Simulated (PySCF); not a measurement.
O₂Se, SMILES O=[Se]=O. Geometry: ωB97X-D3(BJ)/def2-TZVP.

TDA-CAM-B3LYP/def2-SVPD (PySCF) puts the lowest singlet excitations at 3.35, 3.42, 5.40, 6.88, 7.05, 7.66 eV.

**Question.** What are the lowest excitation roots from ADC(2)/aug-cc-pVDZ in PySCF? (An estimate is asked for; the answer gives what the named calculation found.)

**Answer.** 3.06, 3.07, 4.73, 6.81, 6.84, 6.84 eV. S1 differs by -0.30 eV (second minus first; roots are paired by order, and the bases may differ).
